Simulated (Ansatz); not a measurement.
Geometry optimisation, Ansatz, RKS r2SCAN-D4/def2-SVP.

Input:

```yaml
crystal:
  periodic: [false, false, false]
  atoms:
    - { symbol: Ge, position_ang: [0.0, 0.0, 0.0] }
    - { symbol: O, position_ang: [0.0, 0.0, 2.12] }
    - { symbol: H, position_ang: [-0.9095, -0.2814, 2.4571] }
    - { symbol: H, position_ang: [1.4616, 0.0, -0.5162] }
    - { symbol: H, position_ang: [-0.73, 1.2648, -0.5162] }
    - { symbol: O, position_ang: [-0.8337, -1.4443, -0.5894] }
    - { symbol: H, position_ang: [-1.2883, -1.91, 0.183] }
    - { symbol: H, position_ang: [0.6884, -1.615, 0.5833] }
    - { symbol: H, position_ang: [0.5338, -1.2523, 1.5265] }
basis:
  gaussian: { orbitals: def2-SVP }
hamiltonian:
  xc: r2scan
  dispersion: d4
relax:
  f_tol: 0.15
  max_steps: 25
  restrain:
    - { distance: [0, 7], at: 1.55, k: 30.0 }
    - { distance: [8, 1], at: 1.01, k: 30.0 }
    - { distance: [0, 1], at: 2.97, k: 30.0 }
    - { distance: [8, 7], at: 1.86, k: 30.0 }
```

Run as:

```bash
$ ansatz run input.yaml --threads 2 --pin off --max-ram 3072MiB --backend cpu --events-out ev --progress --plain --runs-dir out
```

Where does it end, and by what steps?

The forces met the threshold. The restraints hold the end off the free minimum. After 23 steps the energy has fallen by 2.740 eV (the restraints' own energy left out); H4 moved furthest, 1.46 Å. Parted: Ge1–O2 (2.12 → 2.97 Å). Joined: O2–H9 (1.49 → 0.98 Å).

| step | energy less start (eV) | largest force component (eV/Å) | accepted |
| --- | --- | --- | --- |
| 0 | 0.0000 | 3.371 | yes |
| 1 | 0.9866 | 3.115 | yes |
| 2 | 0.8847 | 3.519 | yes |
| 3 | 0.0341 | 2.328 | yes |
| 4 | -0.9364 | 1.341 | yes |
| 5 | -1.5897 | 1.208 | yes |
| 6 | -2.0322 | 1.507 | yes |
| 7 | -2.2995 | 1.000 | yes |
| 8 | -2.3833 | 0.777 | yes |
| 9 | -2.3939 | 1.179 | yes |
| 10 | -2.4428 | 0.873 | yes |
| 11 | -2.4462 | 0.862 | yes |
| 12 | -2.4904 | 0.563 | yes |
| 13 | -2.4278 | 2.172 | no |
| 14 | -2.5063 | 0.655 | yes |
| 15 | -2.5158 | 0.679 | yes |
| 16 | -2.5238 | 0.955 | yes |
| 17 | -2.5845 | 0.682 | yes |
| 18 | -2.6296 | 0.708 | yes |
| 19 | -2.6372 | 0.710 | yes |
| 20 | -2.6500 | 1.373 | yes |
| 21 | -2.7042 | 0.913 | yes |
| 22 | -2.7253 | 0.798 | yes |
| 23 | -2.7400 | 0.764 | yes |

```xyz
9
Properties=species:S:1:pos:R:3
Ge 0.367 -0.270 -0.258
O -0.504 -0.255 2.580
H -1.149 -0.739 2.035
H 0.865 -0.675 -1.661
H 0.082 1.226 -0.168
O -1.182 -1.132 0.054
H -1.267 -1.926 -0.493
H 1.386 -0.732 0.811
H 0.324 -0.734 2.349
```

Run time: 59 s on 2 threads of Arm Neoverse V1 (shared host), peak memory 0.14 GiB.
